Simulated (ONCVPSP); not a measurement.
Which setting gave this result? (Ce, ONCV)

Base potential:

* Element: Ce (Z = 58)
* Generator: ONCVPSP 4.0.1
* Type: optimised norm-conserving Vanderbilt (ONCV)
* Functional: LDA (Perdew-Zunger)
* Relativity: scalar-relativistic
* Frozen core: [Kr] 4d10
* Valence charge: 12
* Reference configuration: 4f1 5s2 5p6 5d1 6s2
* Partial waves: 5s+6s: rc 2.20 bohr, ncon 3, nbas 7, qcut 6 1/bohr, 2 projectors; 5p: rc 2.80 bohr, ncon 4, nbas 8, qcut 5.2 1/bohr, 3 projectors, debl 2.9 Ha; 5d: rc 3.90 bohr, ncon 4, nbas 9, qcut 4.5 1/bohr, 2 projectors, debl 0.4 Ha; 4f: rc 1.75 bohr, ncon 3, nbas 7, qcut 8.9 1/bohr, 3 projectors, debl 1.6 Ha
* Local potential: polynomial inside 1.30 bohr (lpopt 5, dvloc0 0 Ha)
* Core correction: Teter function, fcfact 3.75, rcfact 1.25

Cutoffs, loose and tight: the cutoffs (Ha) at which the residual kinetic energy of the hardest occupied pseudo-wave falls to 1 and 0.1 mHa per electron. They do not see the model core or the augmentation charge, which bear on the density cutoff. Test errors are all-electron minus pseudo excitation energies from the reference, over the configurations 4f1 5s2 5p6 5d1 6s1; 4f1 5s2 5p6 5d1 6s0; 4f1 5s2 5p6 5d0 6s0; 4f0 5s2 5p6 5d2 6s1; variants that change the core or the reference have their own tests.

Only the qcut of the f channel is moved (2 further runs of the sweep failed or gave no value and are left out):

| qcut of the f channel (1/bohr) | cutoff, loose | cutoff, tight | bound ghosts | largest test error (meV) |
| --- | --- | --- | --- | --- |
| 7.8 | 32 Ha | 98 Ha | s | +735 |
| 9.7 | 39 Ha | 43 Ha | s | +498 |
| 11 | 46 Ha | 51 Ha | s | +348 |
| 12.4 | 52 Ha | 58 Ha | s | +254 |
| 13.2 | 53 Ha | 59 Ha | s | +241 |

Problem. One more run gave cutoff, loose: 35 Ha; cutoff, tight: 39 Ha; bound ghosts: s; largest test error (meV): +604. Which value of the qcut of the f channel was used?

Solution. 8.8 1/bohr. The loose cutoff moves one way along this sweep, from 32 Ha at 7.8 to 53 Ha at 13.2 1/bohr, which places the run between 7.8 and 9.7 1/bohr.
